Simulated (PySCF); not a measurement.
Geometries of 2 isomers of C5H7FO2, from PBE0-D3(BJ)/def2-SVP geometry optimisation, gas phase (PySCF 2.14.0). One conformer each, no zero-point energy, no frequencies.

Question: Which is lower in electronic energy at this level?
A.
```xyz
15
angstrom
O      3.414   -0.024    0.785
C      2.296   -0.041    0.389
C      1.157    0.940    0.181
C      0.421   -0.299   -0.338
C     -0.775   -0.793    0.439
C     -2.008    0.051    0.225
F     -1.785    1.343    0.647
O      1.595   -1.111   -0.083
H      0.752    1.384    1.099
H      1.371    1.735   -0.547
H      0.213   -0.279   -1.421
H     -0.524   -0.819    1.512
H     -0.996   -1.830    0.136
H     -2.862   -0.358    0.790
H     -2.286    0.085   -0.844
```
B.
```xyz
15
angstrom
C      3.267    0.198    0.195
C      2.015    0.463   -0.167
F      1.717    1.372   -1.087
C      0.844   -0.243    0.437
O      0.947   -1.097    1.279
O     -0.305    0.190   -0.066
C     -1.486   -0.425    0.451
C     -2.671    0.178   -0.254
H      3.438   -0.562    0.957
H      4.107    0.726   -0.259
H     -1.416   -1.513    0.296
H     -1.521   -0.262    1.541
H     -2.718    1.264   -0.086
H     -2.615    0.000   -1.338
H     -3.601   -0.271    0.123
```

Answer: A. That is `O=C1C[C@H](CCF)O1`, 5.3 kcal/mol below the other.

```
           SMILES                                atoms numbered as above      E (Eh)  relative (kcal/mol)  relative (kJ/mol)  dipole (D)
O=C1C[C@H](CCF)O1  [O:1]=[C:2]1[CH2:3][C@H:4]([CH2:5][CH2:6][F:7])[O:8]1  -444.22153                  0.0                0.0        4.29
   C=C(F)C(=O)OCC   [CH2:1]=[C:2]([F:3])[C:4](=[O:5])[O:6][CH2:7][CH3:8]  -444.21300                  5.3               22.4        0.88
```

As drawn, the lower has a four-membered ring, which the higher lacks; the higher has a C=C bond outside aromatic rings, which the lower lacks.
